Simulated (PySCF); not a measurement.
## A small calculation by hand: oscillator strength and radiative lifetime

Si(H)(Me)(OMe)(NH2) (C₂H₉NOSi), SMILES CO[SiH](C)N.

Coordinates come from a B3LYP-D3(BJ)/def2-SVP optimisation. The values are those of a single conformer.

TDA-PBE/def2-SVPD in PySCF 2.14.0 puts the first singlet state with f over 0.02 at 5.92 eV (vertical), with the transition dipole (-0.511, -0.126, 0.256) in atomic units.

Question: Find the oscillator strength, the wavelength and the radiative lifetime that this transition would have in vacuum if emission retraced absorption.

Answer: 
|μ|² = 0.3425 au, so |μ| = 1.49 D. ΔE = 5.92/27.211 = 0.2176 hartree. f = (2/3) ΔE |μ|² = 0.050 (the program prints 0.050).
λ = 1239.84/5.92 = 209 nm; ν = 47748 cm⁻¹.
Einstein's coefficient A = 0.6670 ν² f s⁻¹ (ν in cm⁻¹) = 7.6e7 s⁻¹, so τ = 1/A = 13 ns. This state is S1. The figure is the radiative limit of this one transition; relaxation, internal conversion, crossing to triplets and a medium change what is measured.
